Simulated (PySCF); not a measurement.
H5OSi2, SMILES [SiH2]O[SiH3] (connectivity only; charge and spin as stated), charge +1, multiplicity 1. Atoms are numbered in the order given.

```xyz
8

Si    -0.0175     1.6447     0.0000
O      0.0851     0.1058     0.0000
Si    -0.0155    -1.6164     0.0000
H     -1.3468     2.2730     0.0000
H      1.2269     2.4258     0.0000
H      0.6794    -2.0110    -1.2371
H     -1.4576    -1.9191     0.0000
H      0.6794    -2.0110     1.2371
```
Charge +1, spin multiplicity 1.

Geometry: PBE0-D3(BJ)/def2-TZVP. The multiplicity is an assumed one; other spin states were not compared. The isomer is the one that the SMILES or the coordinates give; other isomers of the formula were not compared.

These are PBE0-D3(BJ)/def2-TZVP in PySCF values and carry that method's errors.

Frequencies are harmonic and unscaled.

```
mode  ν (cm⁻¹)  IR (km/mol)  moving atoms (share of kinetic energy)
----  --------  -----------  --------------------------------------
1           37          0.2                                  H 99 %
2           54         10.9                 O 66 %, H 21 %, Si 13 %
3          142         11.4                 O 68 %, H 19 %, Si 13 %
4          513         34.7                          Si 86 %, H 8 %
5          681         15.8                         H 88 %, Si 10 %
6          703         81.9                          H 82 %, O 11 %
7          705         52.6                                  H 85 %
8          723         41.7                         H 86 %, Si 13 %
9          930        345.6                                  H 92 %
10         938        101.8                                  H 95 %
11         944         57.2                                  H 96 %
12         969          1.3                                  H 93 %
13        1259        420.4                         O 73 %, Si 24 %
14        2284         13.3                                  H 99 %
15        2292          2.0                                  H 98 %
16        2314         42.7                                  H 95 %
17        2316         38.0                                  H 95 %
18        2352          3.0                                  H 95 %
```
